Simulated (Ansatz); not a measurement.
Level of theory: frozen-core CCSD(T)/cc-pVDZ // B3LYP-D3(BJ)/def2-SVP run with Ansatz (a program for electronic structure).

Ansatz 0.2 input:
```yaml
crystal:
  periodic: [false, false, false]
  atoms:
    - { symbol: C, position_ang: [-0.989867, 1.639492, -2.005488] }
    - { symbol: O, position_ang: [-1.284687, 0.715597, -0.971599] }
    - { symbol: Ge, position_ang: [-0.000143, 0.000334, 0.000107] }
    - { symbol: O, position_ang: [0.769757, 1.101763, 1.140277] }
    - { symbol: C, position_ang: [0.087436, 1.545424, 2.300909] }
    - { symbol: O, position_ang: [1.251924, -0.530155, -1.12099] }
    - { symbol: C, position_ang: [2.518206, -0.960133, -0.650865] }
    - { symbol: O, position_ang: [-0.737478, -1.286092, 0.952681] }
    - { symbol: C, position_ang: [-1.615747, -2.224885, 0.355418] }
    - { symbol: H, position_ang: [-0.613921, 2.598062, -1.603254] }
    - { symbol: H, position_ang: [-1.921662, 1.839798, -2.557371] }
    - { symbol: H, position_ang: [-0.240313, 1.242616, -2.711885] }
    - { symbol: H, position_ang: [-0.751112, 2.220598, 2.050029] }
    - { symbol: H, position_ang: [0.804262, 2.103732, 2.923305] }
    - { symbol: H, position_ang: [-0.311275, 0.703015, 2.892268] }
    - { symbol: H, position_ang: [2.984563, -0.215725, 0.017517] }
    - { symbol: H, position_ang: [3.172527, -1.106938, -1.524526] }
    - { symbol: H, position_ang: [2.448735, -1.919671, -0.106366] }
    - { symbol: H, position_ang: [-1.083526, -2.897816, -0.341628] }
    - { symbol: H, position_ang: [-2.433765, -1.730894, -0.196993] }
    - { symbol: H, position_ang: [-2.053922, -2.838125, 1.158457] }
basis:
  gaussian: { orbitals: cc-pVDZ }
correlation:
  method: ccsd_t
```

Output:

```
Functional definition: HF
1870 factors; integrals over basis functions are off by at most 1.1e-3 eV
mean field evaluation 1: about -68929.5581 eV, gradient 5.0e1 eV
mean field evaluation 2: about -68929.8217 eV, gradient 5.0e1 eV
mean field evaluation 4: about -68935.0622 eV, gradient 5.0e0 eV
mean field evaluation 8: about -68935.1324 eV, gradient 1.8e-1 eV
mean field evaluation 16: about -68934.8079 eV, gradient 6.2e-1 eV
mean field -68935.13248455 eV, -2533.3193928962 hartree, gradient 8.5e-6 eV, S^2 0.000000; 0 other end points of the search recorded, 0 dependent functions left out
17 core orbitals not correlated
reference -68935.13248455 eV, -2533.3193928962 hartree; 33, 33 occupied and 149, 149 virtual orbitals, 1870 factors
second order -38.77664165 eV of doubles, -0.00000000 eV of singles
cycle   1  -39.59609690 eV  change   -8.2e-1 eV  update   1.5e-1
cycle   2  -40.63561708 eV  change    -1.0e0 eV  update   4.2e-2
cycle   3  -40.90689772 eV  change   -2.7e-1 eV  update   2.2e-2
cycle   4  -40.89665305 eV  change    1.0e-2 eV  update   4.5e-3
cycle   5  -40.89609788 eV  change    5.6e-4 eV  update   2.1e-3
cycle   6  -40.89734701 eV  change   -1.2e-3 eV  update   6.2e-4
cycle   7  -40.89692271 eV  change    4.2e-4 eV  update   2.4e-4
cycle   8  -40.89675526 eV  change    1.7e-4 eV  update   6.7e-5
cycle   9  -40.89676603 eV  change   -1.1e-5 eV  update   2.5e-5
perturbative correction -1.10932470 eV, -0.0407669307 hartree
Total energy: -68977.13857528 eV, -2534.8630882577 hartree
```

Cost: around 8 core-minutes (rough).
